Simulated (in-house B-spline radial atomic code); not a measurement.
Settings and results of a run for Se VI (Se5+). Computed with a radial B-spline atomic code at the basis-set limit: scalar-relativistic (X2C) LDA VWN5, spin-polarised, spherical fractional occupations, Fermi nucleus of rms radius 4.14 fm.

Command:
```bash
python run_scf.py task.json out
```
Settings (nuclear radius in fm, mass in u):
```
Z                34
configuration    [Ar] 3d10 4s1
hamiltonian      x2c
method           lda,vwn
spin_polarised   True
nucleus          fermi
rms_radius       4.14
atomic_mass      79.91652
speed_of_light   137.035999084
```

Output (hartree, bohr):
```
 radial grid: 68 intervals, B-splines of order 8, outer radius 18.2456 bohr

 iter        energy (Eh)    residual
    1       -2409.161385    6.05e-01
    2       -2411.883681    7.19e-01
    3       -2419.810156    7.38e-02
    4       -2419.914854    1.61e-02
    5       -2419.918327    3.05e-03
    6       -2419.918390    5.38e-04
    7       -2419.918393    3.42e-04
    8       -2419.918395    1.82e-06
    9       -2419.918395    2.02e-07

 total energy                     -2419.91839
 kinetic                            2476.8287
 electron-nucleus                  -5772.1496
 Hartree                             958.4186
 exchange-correlation                -83.0160

 orbital      occ     eigenvalue          <r>       <r^2>       <1/r>       r_max
 1s up      1.000      -460.8383    0.0437347  0.00258676      35.279     0.02837
 1s down    1.000      -460.8327    0.0437349  0.00258678     35.2788     0.02837
 2s up      1.000       -61.4765     0.195931   0.0453339     7.74966      0.1647
 2s down    1.000       -61.4732     0.195932    0.045334     7.74955      0.1647
 2p up      3.000       -54.4493     0.171097   0.0358611     7.48432      0.1316
 2p down    3.000       -54.4459     0.171098   0.0358614     7.48426      0.1316
 3s up      1.000       -10.3480     0.574282    0.379824      2.5118      0.5027
 3s down    1.000       -10.3411     0.573897    0.379193     2.51301      0.5027
 3p up      3.000        -8.1459     0.588581    0.406314     2.34458      0.5001
 3p down    3.000        -8.1379     0.587849     0.40508     2.34667      0.5001
 3d up      5.000        -4.4883     0.620839    0.477712     2.05047      0.4501
 3d down    5.000        -4.4765     0.617876    0.472214     2.05659      0.4498
 4s up      1.000        -2.8227      1.53132     2.63668    0.876773       1.389
```

Run time, properties included: 0.34 s on 1 thread of Arm Neoverse V1 (shared host).

One-electron X2C: radii and densities carry no picture-change correction, so inner-shell <1/r> comes out high (for 1s by about 2 % at Z = 33, 5 % at 54, 10 % at 75, 30 % at 118) and <r> low.
